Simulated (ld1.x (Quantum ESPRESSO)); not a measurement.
# What one change does to a pseudopotential (Li (Z = 3), TM semilocal)

ld1.x (Quantum ESPRESSO) 7.5 input, shortened:

```
&input
   title='Li', zed=3., rel=1, dft='BP', iswitch=3,
   config='[He] 2s1 2p0'
 /
 &inputp
   pseudotype=1, tm=.true., lloc=1,
   nlcc=.false.
 /
2
1S  1  0   2.00   0.00  0.40  0.40  0.0
2P  2  1   0.00   0.00  4.20  4.20  0.0
 &test
   configts(1)='1s2 2s1 2p0'
 /
```

Occupied shells without a wave of their own: 2s. They enter only through the test configuration that unscreens the potential.

All-electron outer shells of the reference configuration (BP86, scalar-relativistic, ld1.x):

```csv
shell,level (eV),outermost node (bohr),outermost maximum (bohr)
1s,-52.05,–,0.36
2s,-2.96,0.83,3.12
2p,-1.17,–,3.91
```

Change: all radii scaled by about 1.39 (s 0.56, p 5.82 bohr).

Cutoffs: the cutoffs (Ry, on a coarse ladder) from which the occupation-weighted sum of valence levels, in a spherical-Bessel basis at the reference potential, stays within 10 and 1 mRy of its value at 400 Ry; they do not see the model core or the augmentation charge, which bear on the density cutoff. Errors are all-electron minus pseudo energies relative to the spin-unpolarised reference configuration.

Q: What does the change do?

A: Of the 4 tests that both files solve, the error grows in 4 and shrinks in 0 by more than 15 % and 0.3 meV (median size 4.8 → 9.6 meV); neither file shows a bound ghost. More of the atom is replaced by a form fitted at one configuration, so other configurations suffer. A semilocal file is local in each channel, so a ghost entry of none says nothing of the separable form that plane-wave codes build from it.

```tsv
quantity	base	changed
cutoff, loose	over 300 Ry	200 Ry
cutoff, tight	over 300 Ry	over 300 Ry
bound ghosts	none	none
error for 1s2 2s0 2p0, meV [ΔE 5.31 eV]	+1.3	+6.7
error for 1s2 2s0.5 2p0, meV [ΔE 2.09 eV]	+0.5	+2.6
error for 1s2 2s0 2p1, meV [ΔE 1.79 eV]	-8.5	-12
error for 1s1 2s1 2p0, meV [ΔE 68.59 eV]	+8.4	+50
```
